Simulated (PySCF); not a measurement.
PySCF input (BP86/6-31G* with LANL2DZ past Ar (5d)):

```python
from pyscf import gto, dft

mol = gto.M(
    atom='''
    C    -1.78375000   -0.45640200   -0.01709600
    Ge   -0.05727300    0.30278300   -0.05746500
    C     1.68113100   -0.74218800    0.22631100
    H    -1.91824300   -1.20853500   -0.80332100
    H    -2.01613500   -0.89205800    0.96175200
    H     0.26232100    1.00478400   -1.43270300
    H     0.12655500    1.44370200    1.01525900
    H     1.66583600   -1.21768900    1.21129600
    H     2.56577600   -0.09808500    0.15988700
    H     1.76233100   -1.52964600   -0.52857000
    ''',
    basis={'default': '6-31g*', 'Ge': 'lanl2dz'},
    ecp={'Ge': 'lanl2dz'},
    charge=-1,
    spin=0,
    verbose=4,
)

mf = dft.RKS(mol, xc='bp86')
mf.grids.level = 3
mf.conv_tol = 1e-9
mf.max_cycle = 100
mf.max_memory = 1500
mf.kernel()
if not mf.converged:
    mf = mf.newton()
    mf.kernel(mf.make_rdm1())
mf.dip_moment()
```

From the output:

```
nuclear repulsion = 52.0104845308892
number of shells = 30
number of NR pGTOs = 94
number of NR cGTOs = 50
basis = {'default': '6-31g*', 'Ge': 'lanl2dz'}
ecp = {'Ge': 'lanl2dz'}

******** <class 'pyscf.dft.rks.RKS'> ********
method = RKS
initial guess = minao
damping factor = 0
level_shift factor = 0
DIIS = <class 'pyscf.scf.diis.CDIIS'>
diis_start_cycle = 1
diis_space = 8
diis_damp = 0
SCF conv_tol = 1e-09
SCF conv_tol_grad = None
SCF max_cycles = 100
direct_scf = True
direct_scf_tol = 1e-13
XC library pyscf.dft.libxc version 7.1.2
    S. Lehtola, C. Steigemann, M. J. T. Oliveira, and M. A. L. Marques,  SoftwareX 7, 1–5 (2018)
XC functionals = bp86
    A. D. Becke,  Phys. Rev. A 38, 3098 (1988)
    J. P. Perdew,  Phys. Rev. B 33, 8822 (1986)
    J. P. Perdew,  Phys. Rev. B 34, 7406–7406 (1986)
radial grids:
    Treutler-Ahlrichs [JCP 102, 346 (1995); DOI:10.1063/1.469408] (M4) radial grids

becke partition: Becke, JCP 88, 2547 (1988); DOI:10.1063/1.454033
pruning grids: <function nwchem_prune>
grids dens level: 3
symmetrized grids: False
atomic radii adjust function: <function treutler_atomic_radii_adjust>
small_rho_cutoff = 0
Set gradient conv threshold to 3.16228e-05
Initial guess from minao.
tot grids = 117536
init E= -71.7779679699781
  HOMO = -0.210943634626839  LUMO = 0.0466114239519761  gap/eV = 7.00843
cycle= 1 E= -83.7755884739546  delta_E=  -12  |g|= 1.04  |ddm|= 3.17
  HOMO = 0.178342084615444  LUMO = 0.236982297432376  gap/eV = 1.59568
cycle= 2 E= -82.7851615367376  delta_E= 0.99  |g|= 1.73  |ddm|=    7
  HOMO = 0.019066706923244  LUMO = 0.214347310648911  gap/eV = 5.31386
cycle= 3 E= -84.0577481078362  delta_E= -1.27  |g|= 0.487  |ddm|=  6.7
  HOMO = 0.0793107969510789  LUMO = 0.227375553850452  gap/eV = 4.02905
cycle= 4 E= -84.1374031017242  delta_E= -0.0797  |g|= 0.163  |ddm|= 0.935
  HOMO = 0.0881258592172589  LUMO = 0.234781991566154  gap/eV = 3.99072
cycle= 5 E= -84.1434554037772  delta_E= -0.00605  |g|= 0.0642  |ddm|= 0.274
  HOMO = 0.0842272226159597  LUMO = 0.229858704728127  gap/eV = 3.96283
cycle= 6 E= -84.1449056385253  delta_E= -0.00145  |g|= 0.0105  |ddm|= 0.119
  HOMO = 0.0840915389561072  LUMO = 0.230748812770099  gap/eV = 3.99075
cycle= 7 E= -84.1449503174318  delta_E= -4.47e-05  |g|= 0.00187  |ddm|= 0.0315
  HOMO = 0.0841418155268645  LUMO = 0.230735780684091  gap/eV = 3.98902
cycle= 8 E= -84.1449517318315  delta_E= -1.41e-06  |g|= 0.000497  |ddm|= 0.00414
  HOMO = 0.0841859216555143  LUMO = 0.230719784285785  gap/eV = 3.98739
cycle= 9 E= -84.1449518210917  delta_E= -8.93e-08  |g|= 8.73e-05  |ddm|= 0.00107
  HOMO = 0.084189650184797  LUMO = 0.230717343651843  gap/eV = 3.98722
cycle= 10 E= -84.1449518239421  delta_E= -2.85e-09  |g|= 1.67e-05  |ddm|= 0.000201
  HOMO = 0.084191840018697  LUMO = 0.23071829433297  gap/eV = 3.98719
cycle= 11 E= -84.1449518240353  delta_E= -9.33e-11  |g|= 1.21e-06  |ddm|= 3.34e-05
  HOMO = 0.0841915898819892  LUMO = 0.230718260102853  gap/eV = 3.98719
Extra cycle  E= -84.1449518240342  delta_E= 1.11e-12  |g|= 1.79e-06  |ddm|= 4.9e-06
converged SCF energy = -84.1449518240342

WARN: System has nonzero charge -1; the dipole moment is origin-dependent.
Location of origin: [0. 0. 0.]

Dipole moment(X, Y, Z, Debye):  3.56661, -0.71189,  0.32545
```

The dipole moment of an ion depends on the origin.

The geometry given is a B3LYP-D3(BJ)/def2-TZVP minimum.
